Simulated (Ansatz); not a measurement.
## Abstraction of H: CH5N + CHClI → CH4N + CH2ClI

Species: CH5N (methylamine) `CN`, singlet; CHClI `Cl[CH]I`, doublet; CH4N `[CH2]N`, doublet; CH2ClI `ClCI`, singlet. A radical takes H: the energy is the difference in strength between two C–H bonds in different surroundings.

Shapes, held fixed at every level: PBE0-D4/def2-TZVP. Flexible molecules stand in one conformer, not always the lowest. Programs: Ansatz 0.2.0. The zero-point and thermal change to 298 K, harmonic and unscaled (PBE0-D4/def2-TZVP), is -1.0 kJ/mol.

**Question.** Estimate ΔH(298 K) of this reaction.

**Answer.** The highest level, CCSD(T)/def2-TZVPP, gives ΔH(298 K) = -13.4 kJ/mol; the levels span -18.4 to -13.2. The column of differences is taken from that level and isn't an error. No measured value is set beside it here. Open shells run unrestricted. For atoms past krypton def2 sets carry core potentials with scalar relativity. Outer-core shells of I are correlated in most correlated rows, in sets that cover them unevenly.

```json
{"level": "MP2/def2-SVP", "kind": "perturbation theory", "ΔH(298 K) (kJ/mol)": "-18.4", "less CCSD(T)/def2-TZVPP": "-5.0"}
{"level": "PBE-D4/def2-TZVPP", "kind": "GGA", "ΔH(298 K) (kJ/mol)": "-13.2", "less CCSD(T)/def2-TZVPP": "+0.2"}
{"level": "r2SCAN0-D4/def2-TZVPP", "kind": "global hybrid", "ΔH(298 K) (kJ/mol)": "-13.5", "less CCSD(T)/def2-TZVPP": "-0.1"}
{"level": "wB97M-V/def2-TZVPP", "kind": "range-separated hybrid", "ΔH(298 K) (kJ/mol)": "-17.8", "less CCSD(T)/def2-TZVPP": "-4.4"}
{"level": "B2PLYP/def2-TZVPP", "kind": "double hybrid", "ΔH(298 K) (kJ/mol)": "-16.0", "less CCSD(T)/def2-TZVPP": "-2.6"}
{"level": "CCSD/def2-TZVPP", "kind": "coupled cluster or CI", "ΔH(298 K) (kJ/mol)": "-13.2", "less CCSD(T)/def2-TZVPP": "+0.2"}
{"level": "CCSD(T)/def2-TZVPP", "kind": "coupled cluster or CI", "ΔH(298 K) (kJ/mol)": "-13.4", "less CCSD(T)/def2-TZVPP": "0.0"}
```
